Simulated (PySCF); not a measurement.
## Dipole moment and polarisability of `C[C@H](O)/C=C/OC=O`

Compound: C₅H₈O₃.
Structure used (GFN2-xTB), in Å, numbered top down from 1:
```xyz
16
C5H8O3 angstrom
C     -2.2539    0.4490    0.7503
C     -1.3359    0.1688   -0.4377
O     -2.0621   -0.6365   -1.3466
C     -0.0885   -0.5344    0.0215
C      1.1232   -0.0159   -0.0839
O      2.2374   -0.7062    0.3546
C      3.4244   -0.1185    0.2506
O      3.6523    0.9689   -0.1874
H     -2.5237   -0.4860    1.2329
H     -1.7537    1.0960    1.4646
H     -3.1611    0.9301    0.3971
H     -1.0606    1.1210   -0.9194
H     -1.4980   -0.8605   -2.0942
H     -0.2273   -1.5193    0.4427
H      1.3320    0.9628   -0.4986
H      4.1880   -0.8102    0.6421
```

Level: B3LYP/def2-SVPD (PySCF), static field, nuclei fixed, core orbitals frozen in the response. The polarisability tensor in these axes (au):

```
x   108.31   5.43   1.59
y     5.43  66.20  -1.77
z     1.59  -1.77  60.78
```

**Question.** Give the principal values, the mean and the anisotropy Δα = √{½[(α1 − α2)² + (α2 − α3)² + (α1 − α3)²]}.

**Answer.** Principal values 60.04, 66.21 and 109.04 au; mean 78.43 au = 11.62 Å³ = 12.93 × 10⁻⁴⁰ C²·m²/J; Δα = 46.22 au (59 % of the mean).

**Question.** What is the dipole moment, and where does it point?

**Answer.** (0.04, -0.90, 0.36) D, 0.97 D in size, pointing from the negative to the positive side. Measured along this direction, the outermost atoms are H12 at the negative end and H14 at the positive end.

**Question.** Find the Langevin capture rate constant for H3+ (3.023 u) meeting this molecule (116.047 u), k = 2.342 × 10⁻⁹ cm³/s × √(α in Å³ / reduced mass in u).

**Answer.** The reduced mass is 2.95 u, so k = 4.65 × 10⁻⁹ cm³/s. The formula leaves out the permanent dipole, which adds to the capture rate.

**Question.** Estimate the molar refractivity from the static electronic polarisability.

**Answer.** Lorentz–Lorenz: R = (4π/3)N_A α = 2.5225 cm³/(mol·Å³) × 11.62 Å³ = 29.3 cm³/mol, in the limit of long wavelengths.

**Question.** Rayleigh depolarisation ratio (linearly polarised light, static tensor)?

**Answer.** ρ = 3Δα²/(45ᾱ² + 4Δα²) = 6409.8/(276799 + 8546.4) = 0.0225.

**Question.** Along which axes do the principal values lie, and how far do the nuclei extend along each?

**Answer.** Largest value along (0.99, 0.12, 0.03), where the nuclei span 7.08 Å; middle along (-0.11, 0.94, -0.34), 3.02 Å; least along (-0.07, 0.33, 0.94), 4.01 Å. The strongest response lies along the longest span, while the other two are in reverse order.

**Question.** In a dilute gas of rigid molecules at 298 K, how does the orientational term μ²/3kT compare with the electronic polarisability?

**Answer.** In Gaussian units μ²/3kT = 7.57 Å³ against 11.62 Å³, a ratio of 0.65; the Debye molar polarisation (4π/3)N_A(α + μ²/3kT) is 48.4 cm³/mol, leaving out the vibrational part.

Isolated species at its GFN2-xTB geometry (one conformer only).
